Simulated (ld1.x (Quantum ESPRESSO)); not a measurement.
## palladium, RRKJ: configuration errors across variants

```json
{"Element": "Pd (Z = 46)", "Generator": "ld1.x (Quantum ESPRESSO) 7.5", "Type": "norm-conserving RRKJ (Kleinman–Bylander form)", "Functional": "LDA (PZ)", "Relativity": "scalar-relativistic", "Frozen core": "[Ar] 3d10", "Valence charge": "18", "Reference configuration": "4s2 4p6 4d9 5s0 5p0 (charge +1)", "Partial waves": "4s (bound): rc 1.35 bohr; 4d (bound): rc 1.20 bohr; 4p (bound): rc 1.30 bohr", "Local potential": "the p channel", "Core correction": "Bessel-smoothed model core inside 0.70 bohr", "rho0": "0.005"}
```

All-electron excitation energies from the reference (eV): (1) 4s2 4p6 4d10 5s0 5p0 -9.389; (2) 4s2 4p6 4d8 5s0 5p0 21.081; (3) 4s2 4p6 4d7 5s0 5p0 55.676; (4) 4s2 4p6 4d9.5 5s0 5p0 -6.019; (5) 4s2 4p6 4d8 5s1 5p0 4.407; (6) 4s2 4p6 4d9 5s1 5p0 -7.953; (7) 4s2 4p6 4d9 5s0 5p1 -4.071; (8) 4s2 4p6 4d9 5s0 5p0 spin -0.144; (9) 4s2 4p6 4d8 5s0 5p0 spin 20.446.

Spin tests fill each open shell by Hund’s rule, majority spin first.

Errors AE − PS in meV (a dash: test not solved or not reliable):

```csv
change,(1),(2),(3),(4),(5),(6),(7),(8),(9),bound ghosts
base,+1.0,+1.9,+14,+0.5,+160,+102,+34,+4.4,+22,none
wave 4d (bound): rc 1.20 bohr becomes 4d (bound): rc 0.76 bohr,+1.6,+3.0,+20,+0.7,+162,+102,+34,+0.4,+4.2,none
wave 4d (bound): rc 1.20 bohr becomes 4d (bound): rc 0.94 bohr,+1.1,+2.2,+16,+0.5,+161,+102,+34,+2.7,+15,none
wave 4d (bound): rc 1.20 bohr becomes 4d (bound): rc 1.06 bohr,+1.2,+2.1,+15,+0.6,+161,+102,+34,+3.7,+20,none
wave 4d (bound): rc 1.20 bohr becomes 4d (bound): rc 1.22 bohr,+0.9,+1.8,+14,+0.4,+160,+102,+34,+4.4,+22,none
wave 4d (bound): rc 1.20 bohr becomes 4d (bound): rc 1.34 bohr,+0.8,+1.7,+14,+0.4,+160,+102,+34,+4.5,+23,none
wave 4d (bound): rc 1.20 bohr becomes 4d (bound): rc 1.46 bohr,+0.7,+1.6,+13,+0.4,+161,+102,+34,+4.7,+23,none
wave 4d (bound): rc 1.20 bohr becomes 4d (bound): rc 1.78 bohr,-0.5,+0.8,+16,-0.1,+163,+102,+34,+6.6,+31,none
```

Problem. Give the same row for: wave 4d (bound): rc 1.20 bohr becomes 4d (bound): rc 1.68 bohr.

Solution. 0.0, +1.0, +14, +0.1, +162, +102, +34, +5.9, +28; bound ghosts: none.
